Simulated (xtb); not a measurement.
FS, doublet, at a GFN2-xTB geometry. Base run: GFN2-xTB (xtb).

The xtb input:
```
$ xtb mol.xyz --gfn 2 --uhf 1 --json

# file mol.xyz
2

S     -0.00000000    -0.00000000    -0.58553681
F      0.00000000     0.00000000     1.04095434
```

The base run was repeated with changes; each row names its change, and settings that it needs were set with it.

```
change        ΔE vs base (kcal/mol)  dipole (D)  G_solv (kcal/mol)  SCF cycles
------------  ---------------------  ----------  -----------------  ----------
base                          0.000        0.98                  -           9
etemp = 5000                 -13.40        0.98                  -           9
file = coord                  0.000        0.98                  -           9
gbsa = thf                    -1.29        1.11              -1.39           8
acc = 1000                    0.000        0.98                  -           5
acc = 30                      0.000        0.98                  -           8
gbsa = water                  0.464        1.13               0.32           8
```

ALPB and GBSA are two models with their own fitted parameters for each solvent, which aren't always the measured dielectric constant.
